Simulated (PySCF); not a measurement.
NMR data simulated for an unnamed compound:

1H NMR (400 MHz, computed): δ 6.51 (m, 1H), 6.31 (d, 1H), 6.16 (t, 1H), 2.25 (m, 2H), 2.01 (d, 3H), 1.05 (t, 3H).

13C{1H} NMR (computed): δ 154.3 (CH), 142.4 (CH), 128.2 (CH), 122.9 (C), 120.2 (C), 25.5 (CH2), 21.7 (CH3), 15.0 (CH3).

- σ from GIAO-PBE0/pcSseg-1
- geometry: PBE0-D3(BJ)/def2-SVP
- code: PySCF 2.14
- no solvent model, one computed conformer, non-relativistic Hamiltonian, averaged over atoms made equivalent by symmetry, fast rotation or ring inversion

Referencing at the same level of theory: TMS for 1H, 13C.

Question: Which of these does the molecule contain: a ketone, a non-aromatic C=C double bond, a Si–CH3 group, an N-methyl group, a nitrile, a CH3CH2 unit?

Answer: 
- A ketone: no.
- A non-aromatic C=C double bond: yes.
- A Si–CH3 group: no.
- An N-methyl group: no.
- A nitrile: yes (δC 122.9).
- A CH3CH2 unit: yes (δC 15.0, 25.5; δH 1.05 (t), 2.25 (m)).

The data belong to SMILES C/C=C/C(C#N)=C\CC, C₈H₁₁N; they needn't prove each group on their own.

Carbon signals by region: 5 in the sp2 and nitrile region (100–160 ppm), 3 below 50 ppm.

Shifts are as computed. Against solution values, carbons near 30 ppm lie about +2 ppm off and those near 130 ppm about +5 ppm. Of 1211 compounds with measured shifts, 218 miss one by over three times the rms of a fit or turn the order of signals round; such compounds aren't used in these exercises. No couplings were computed; multiplicities are counted from neighbouring protons, with m where these are inequivalent, close in shift, in a saturated or five-membered ring or joined by F or P, and br s for small geminal =CH2 splittings.
